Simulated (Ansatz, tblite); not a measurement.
Cost and result up the ladder for Sn₁₇AsH₂₈⁻ (46 atoms). The state is a singlet with charge -1. Geometry: PBE-D4/def2-SVP.

Cartesian coordinates in Å:
```
Sn -1.785 -3.443 2.536
Sn 2.322 -2.112 3.878
Sn -2.626 -2.014 -2.089
As 0.295 -1.288 -0.060
Sn -1.889 1.085 -4.899
Sn -2.784 0.798 -2.143
Sn 2.551 0.240 -3.431
Sn -1.561 1.097 3.238
Sn 1.054 2.909 0.123
Sn 4.688 -0.034 0.637
Sn -3.356 -3.510 0.191
Sn -0.032 -1.215 2.590
Sn 4.460 -0.338 3.425
Sn -3.661 0.631 1.284
Sn 2.207 0.456 -0.627
Sn 0.827 1.877 -4.953
Sn -1.467 3.081 -1.138
Sn 0.530 2.985 2.893
H -2.868 -3.552 3.897
H -0.899 -4.953 2.545
H 2.831 -3.662 3.259
H 2.108 -2.350 5.595
H -1.139 -2.548 -2.817
H -3.851 -2.393 -3.298
H 1.245 -2.506 -0.056
H -1.895 -0.338 -5.922
H -2.670 2.299 -5.897
H -4.471 1.225 -2.309
H 2.376 -1.443 -3.856
H 4.223 0.615 -3.783
H -1.653 0.929 4.991
H 2.021 4.224 -0.501
H 5.358 -1.512 -0.005
H 5.842 1.208 0.219
H -3.405 -5.159 -0.407
H -5.015 -3.112 0.525
H 5.970 -0.888 4.111
H 4.140 1.209 4.148
H -4.003 -0.848 2.262
H -4.835 1.647 2.178
H 1.060 3.471 -4.287
H 1.543 1.959 -6.546
H -1.368 4.168 -2.509
H -2.589 3.821 -0.027
H 2.022 2.642 3.732
H 0.149 4.642 3.303
```

Ansatz on 4 threads of AMD EPYC 7R13 on a shared host and a share (37 GiB) of an NVIDIA H100 80GB HBM3; xTB runs through tblite on one thread. Times are rough, summed over both states, and most runs start from the orbitals of an earlier one. PBE0-D4/def2-SVP serves as the yardstick here, not as an exact answer. The other state is a doublet.

In the def2 sets Sn takes a core potential; there is no spin–orbit coupling. The xTB rows come from tblite. Single mean-field runs in def2-SVP are fitted with def2-universal-jkfit.

Raw xTB energies of ions are shifted by several eV.

```
                         level  functions  wall time
                      GFN1-xTB        218     0.64 s
                      GFN2-xTB        190      1.2 s
 PBE-D4/def2-SVP (with forces)        614       16 s
            r2SCAN-D4/def2-SVP        614       18 s
PBE0-D4/def2-SVP (with forces)        614       22 s
```

Problem. Estimate what each level gives for the vertical IE (eV).

Solution. 
```json
{"level": "GFN1-xTB", "vertical IE (eV)": "9.02", "difference from PBE0-D4/def2-SVP (eV)": "4.89"}
{"level": "GFN2-xTB", "vertical IE (eV)": "9.42", "difference from PBE0-D4/def2-SVP (eV)": "5.29"}
{"level": "PBE-D4/def2-SVP (with forces)", "vertical IE (eV)": "3.97", "difference from PBE0-D4/def2-SVP (eV)": "-0.16"}
{"level": "r2SCAN-D4/def2-SVP", "vertical IE (eV)": "4.02", "difference from PBE0-D4/def2-SVP (eV)": "-0.11"}
{"level": "PBE0-D4/def2-SVP (with forces)", "vertical IE (eV)": "4.13", "difference from PBE0-D4/def2-SVP (eV)": "0.00"}
```
